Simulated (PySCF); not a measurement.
**A series of derivatives of N-methyleneaniline**

Parent skeleton `[CH2:1]=[N:2][c:3]1[cH:4][cH:5][cH:6][cH:7][cH:8]1`; one hydrogen on atom 5 is replaced by X. Hydrogens on one atom are averaged.

All values are calculated (PySCF 2.14): geometry: GFN2-xTB, shielding tensors at PBE0/pcSseg-1 (GIAO). Gas phase, one computed conformer, relativity neglected, one averaged value for each set of equivalent atoms.

δ = σ(ref) − σ, references computed at the same level: TMS for 13C (σref 186.93), 1H (σref 31.72); 15N (σref 267.73) vs NH3.

Parent (X = H): C1 153.9, N2 414.5, C3 157.4, C4 125.1, C5 134.6, C6 131.0, C7 134.6, C8 125.1, H(C1) 7.57 ppm. Effects are Δδ = δ(X) − δ(H), positive for deshielding.

Task: Give Δδ (ppm) for X = CH2F, CH3, Cl, CN.

Result: 
```
   X            SMILES    C1    N2    C3    C4     C5    C6    C7    C8  H(C1)
CH2F   C=Nc1cccc(CF)c1  +0.7  -1.4  -0.4  -1.5  +11.1  -4.9  +0.9  -6.1  +0.03
 CH3    C=Nc1cccc(C)c1  -0.1  -0.3  +0.0  +5.2   +9.7  +0.7  +0.2  -7.8  -0.01
  Cl   C=Nc1cccc(Cl)c1  +1.5  -3.3  +0.8  -4.1  +11.9  +0.3  +0.7  +2.6  +0.01
  CN  C=Nc1cccc(C#N)c1  +2.6  -2.8  +0.5  +9.2  -16.2  +5.0  +1.1  -1.1  +0.07
```

Task: Which position responds most, and to which substituents?

Result: C5: from -16.2 ppm with CN to +11.9 ppm with Cl.

Experimental scales use liquid or dissolved standards, which lie at an offset from isolated NH3 (liquid NH3: subtract about 20 ppm). Unscaled 15N shifts of sp2 nitrogen come out 20 to 40 ppm too high even then.
